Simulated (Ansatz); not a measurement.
Start from `[NH2][Al]([F])[Cl]` and change one atom or group to get `[NH2][Al]([NH2])[Cl]`.

Ansatz, PBE0-D4/def2-TZVP geometries, multiplicity 1. Each molecule was computed in one conformer, which needn't be the lowest.

| property | `[NH2][Al]([F])[Cl]` |
| --- | --- |
| size of the dipole moment (B3LYP/def2-TZVPP) / D | 2.44 |
| HOMO–LUMO gap (B3LYP/def2-TZVPP) / eV | 6.84 |
| ideal-gas entropy at 298 K and 1 bar (rigid rotor, harmonic PBE0-D4/def2-TZVP) / J/(mol·K) | 317 |
| LUMO energy (PBE0/def2-TZVPP) / eV | -0.62 |
| LUMO energy (B3LYP/def2-TZVPP) / eV | -0.94 |
| HOMO energy (B3LYP/def2-TZVPP) / eV | -7.77 |

Problem. Give the same properties after the change, and the shifts. (Estimate.)

Solution. Ansatz gave: 
```tsv
property	`[NH2][Al]([NH2])[Cl]`	shift
size of the dipole moment (B3LYP/def2-TZVPP) / D	2.48	0.04
HOMO–LUMO gap (B3LYP/def2-TZVPP) / eV	6.62	-0.22
ideal-gas entropy at 298 K and 1 bar (rigid rotor, harmonic PBE0-D4/def2-TZVP) / J/(mol·K)	327	10
LUMO energy (PBE0/def2-TZVPP) / eV	-0.08	0.54
LUMO energy (B3LYP/def2-TZVPP) / eV	-0.39	0.55
HOMO energy (B3LYP/def2-TZVPP) / eV	-7.01	0.76
```

With PBE0 the HOMO rises by 0.77 eV and the LUMO rises by 0.54 eV, so the gap narrows by about 0.23 eV. PBE moves the HOMO by 0.76 eV and ωB97M-V by 0.78 eV. The zero-point energy changes by 59.8 kJ/mol with +6 modes. Dipoles are sizes alone; their direction can turn.

B3LYP here is the variant with VWN-RPA as its local correlation; programs differ in this.
